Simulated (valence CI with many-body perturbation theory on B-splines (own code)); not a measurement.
# Forbidden lines of Ce51+

Method: valence CI with perturbative core correlation (CI+MBPT): five valence electrons over a frozen Dirac-Fock core [He], a basis of 11 s, 11 p, 10 d, 8 f, 5 g, 2 h functions for each j, with the one-electron correlation potential Σ1 (screened to all orders), the two-electron term Σ2, the three-electron term Σ3, Breit, model QED; selected single and double excitations, second order for the rest, scaled by the run's own slope (own B-spline code, finite nucleus).

No measured spectrum was set against this ion. As an estimate, large intervals hold to a few tenths of a per cent, small ones and those within an open d or f shell to about a per cent. Among the levels kept, up to 7000 cm⁻¹ of a level comes from second order outside the variational space, and about a tenth of that is noise between levels of different J, which matters for small intervals.

Lines 1 to 50 of 74 in falling wavelength, among levels below 516.75 Ry, chosen from the decays that carry over 1 % of a level's rate. Wavelengths and rates use the calculated energies. Electric multipoles are in the length gauge, E1 and E2 with the static RPA response of the core. S is in atomic units (e²a₀⁴ for E2 and M2, e²a₀⁶ for E3), for M1 in squared Bohr magnetons. Weak lines are less certain than strong ones. Lines between different terms over intervals too small for the method are left out, as are lines whose strength nearly cancels.

Levels are named by their leading jj configuration (3d3/2^4 stands for four electrons in 3d with j = 3/2), which in mixed levels can hold well under half, so a name can repeat and another be missing. Letters in brackets count levels of one name in rising energy.

```
λ vac (Å)                               Upper                           Lower  Type   A (s⁻¹)  S (a.u.)
    27.63          (2s^2 2p1/2 2p3/2^2) J=3/2      (2s^2 2p1/2^2 2p3/2) J=3/2    M1  8.97e+08  2.81e+00
    27.55                (2s^2 2p3/2^3) J=3/2      (2s^2 2p1/2 2p3/2^2) J=1/2    M1  2.20e+08  6.83e-01
    26.39          (2s^2 2p1/2 2p3/2^2) J=5/2      (2s^2 2p1/2^2 2p3/2) J=3/2    M1  1.52e+08  6.21e-01
    26.39          (2s^2 2p1/2 2p3/2^2) J=5/2      (2s^2 2p1/2^2 2p3/2) J=3/2    E2  1.92e+06  1.32e-04
    26.32          (2s^2 2p3/2^2 3d5/2) J=9/2  (2s^2 2p1/2 2p3/2 3d5/2) J=9/2    M1  4.11e+08  2.78e+00
    25.56                (2s^2 2p3/2^3) J=3/2      (2s^2 2p1/2 2p3/2^2) J=5/2    M1  2.71e+08  6.71e-01
    24.56          (2s^2 2p1/2 2p3/2^2) J=1/2      (2s^2 2p1/2^2 2p3/2) J=3/2    M1  5.61e+08  6.16e-01
    24.50                (2s^2 2p3/2^3) J=3/2      (2s^2 2p1/2 2p3/2^2) J=3/2    M1  1.10e+09  2.41e+00
    2.517      (2s^2 2p1/2 2p3/2 3d5/2) J=9/2        (2s 2p1/2 2p3/2^3) J=5/2    E2  6.36e+08  5.74e-07
    2.317  (2s^2 2p1/2 2p3/2 3p1/2) J=3/2 [a]      (2s^2 2p1/2 2p3/2^2) J=1/2    E2  6.10e+10  1.45e-05
    2.311      (2s^2 2p1/2 2p3/2 3p1/2) J=5/2      (2s^2 2p1/2 2p3/2^2) J=1/2    E2  1.10e+11  3.89e-05
    2.309  (2s 2p1/2^2 2p3/2 3p1/2) J=3/2 [b]      (2s 2p1/2^2 2p3/2^2) J=3/2    E2  3.26e+11  7.65e-05
    2.304      (2s^2 2p1/2 2p3/2 3p1/2) J=1/2      (2s^2 2p1/2 2p3/2^2) J=5/2    E2  1.28e+11  1.49e-05
    2.299  (2s^2 2p1/2 2p3/2 3p1/2) J=3/2 [b]      (2s^2 2p1/2 2p3/2^2) J=1/2    E2  4.68e+10  1.07e-05
    2.298          (2s^2 2p1/2^2 3p1/2) J=1/2      (2s^2 2p1/2^2 2p3/2) J=3/2    E2  5.92e+11  6.77e-05
    2.297          (2s^2 2p3/2^2 3d5/2) J=9/2        (2s 2p1/2 2p3/2^3) J=5/2    E2  1.43e+09  8.20e-07
    2.296      (2s^2 2p1/2 2p3/2 3p1/2) J=5/2      (2s^2 2p1/2 2p3/2^2) J=5/2    E2  3.38e+11  1.16e-04
    2.295      (2s^2 2p1/2 2p3/2 3p1/2) J=1/2      (2s^2 2p1/2 2p3/2^2) J=3/2    E2  1.91e+11  2.17e-05
    2.295          (2s^2 2p3/2^2 3p1/2) J=5/2            (2s^2 2p3/2^3) J=3/2    E2  4.00e+11  1.36e-04
    2.293  (2s^2 2p1/2 2p3/2 3p1/2) J=3/2 [a]      (2s^2 2p1/2 2p3/2^2) J=3/2    E2  3.70e+11  8.38e-05
    2.287      (2s^2 2p1/2 2p3/2 3p1/2) J=5/2      (2s^2 2p1/2 2p3/2^2) J=3/2    E2  8.36e+10  2.80e-05
    2.285  (2s^2 2p1/2 2p3/2 3p1/2) J=3/2 [b]      (2s^2 2p1/2 2p3/2^2) J=5/2    E2  3.33e+11  7.41e-05
    2.277          (2s^2 2p3/2^2 3p1/2) J=1/2            (2s^2 2p3/2^3) J=3/2    E2  3.40e+11  3.71e-05
    2.261      (2s 2p1/2 2p3/2^2 3p3/2) J=9/2        (2s 2p1/2 2p3/2^3) J=5/2    E2  9.29e+10  4.90e-05
    2.249      (2s 2p1/2^2 2p3/2 3p3/2) J=7/2      (2s 2p1/2^2 2p3/2^2) J=5/2    E2  1.84e+11  7.57e-05
    2.245  (2s 2p1/2^2 2p3/2 3p3/2) J=1/2 [b]      (2s 2p1/2^2 2p3/2^2) J=3/2    E2  3.30e+11  3.37e-05
    2.245          (2s^2 2p3/2^2 3p3/2) J=1/2            (2s^2 2p3/2^3) J=3/2    E2  7.92e+10  8.07e-06
    2.245  (2s^2 2p1/2 2p3/2 3p3/2) J=1/2 [a]      (2s^2 2p1/2 2p3/2^2) J=5/2    E2  5.40e+10  5.50e-06
    2.245  (2s^2 2p1/2 2p3/2 3p3/2) J=5/2 [b]      (2s^2 2p1/2 2p3/2^2) J=1/2    E2  1.13e+11  3.46e-05
    2.242  (2s^2 2p1/2 2p3/2 3p3/2) J=3/2 [a]      (2s^2 2p1/2 2p3/2^2) J=5/2    E2  1.46e+11  2.96e-05
    2.239      (2s^2 2p1/2 2p3/2 3p3/2) J=7/2      (2s^2 2p1/2 2p3/2^2) J=5/2    E2  2.02e+11  8.14e-05
    2.237          (2s^2 2p1/2^2 3p3/2) J=3/2      (2s^2 2p1/2^2 2p3/2) J=3/2    E2  2.97e+11  5.94e-05
    2.236  (2s^2 2p1/2 2p3/2 3p3/2) J=1/2 [a]      (2s^2 2p1/2 2p3/2^2) J=3/2    E2  1.83e+11  1.83e-05
    2.231      (2s^2 2p3/2^2 3p3/2) J=3/2 [a]            (2s^2 2p3/2^3) J=3/2    E2  3.28e+11  6.47e-05
    2.231      (2s^2 2p1/2 2p3/2 3p3/2) J=7/2      (2s^2 2p1/2 2p3/2^2) J=3/2    E2  2.33e+10  9.22e-06
    2.227  (2s^2 2p1/2 2p3/2 3p3/2) J=1/2 [b]      (2s^2 2p1/2 2p3/2^2) J=5/2    E2  3.22e+11  3.15e-05
    2.219  (2s^2 2p1/2 2p3/2 3p3/2) J=1/2 [b]      (2s^2 2p1/2 2p3/2^2) J=3/2    E2  1.96e+11  1.88e-05
    2.215  (2s 2p1/2 2p3/2^2 3d5/2) J=9/2 [b]        (2s 2p1/2 2p3/2^3) J=5/2    M2  1.42e+10  6.76e-06
    2.214  (2s 2p1/2^2 2p3/2 3p3/2) J=1/2 [b]      (2s 2p1/2^2 2p3/2^2) J=5/2    E2  1.09e+11  1.04e-05
    2.206      (2s 2p1/2^2 2p3/2 3d5/2) J=9/2      (2s 2p1/2^2 2p3/2^2) J=5/2    M2  9.73e+09  4.54e-06
    2.206      (2s 2p1/2^2 2p3/2 3d5/2) J=9/2      (2s 2p1/2^2 2p3/2^2) J=5/2    E3  5.30e+08  4.29e-06
    2.200          (2s^2 2p3/2^2 3d5/2) J=9/2            (2s^2 2p3/2^3) J=3/2    E3  3.78e+08  2.99e-06
    2.194      (2s^2 2p1/2 2p3/2 3d5/2) J=9/2      (2s^2 2p1/2 2p3/2^2) J=5/2    M2  9.53e+09  4.33e-06
    2.194      (2s^2 2p1/2 2p3/2 3d5/2) J=9/2      (2s^2 2p1/2 2p3/2^2) J=5/2    E3  5.76e+08  4.49e-06
    2.123      (2s 2p1/2^2 2p3/2 3d5/2) J=9/2      (2s^2 2p1/2 2p3/2^2) J=5/2    E2  1.50e+09  5.78e-07
    2.101          (2s^2 2p3/2^2 3d5/2) J=9/2      (2s 2p1/2^2 2p3/2^2) J=5/2    E2  3.43e+09  1.25e-06
    2.075  (2s 2p1/2 2p3/2^2 3p3/2) J=1/2 [b]      (2s 2p1/2^2 2p3/2^2) J=3/2    E2  1.97e+11  1.36e-05
    2.070      (2s 2p1/2 2p3/2^2 3p3/2) J=9/2      (2s 2p1/2^2 2p3/2^2) J=5/2    E2  3.15e+11  1.07e-04
    2.069  (2s^2 2p1/2 2p3/2 3p3/2) J=1/2 [a]      (2s^2 2p1/2^2 2p3/2) J=3/2    E2  1.13e+11  7.66e-06
    2.069  (2s 2p1/2 2p3/2^2 3p3/2) J=5/2 [e]      (2s 2p1/2^2 2p3/2^2) J=3/2    E2  8.84e+10  1.79e-05
```
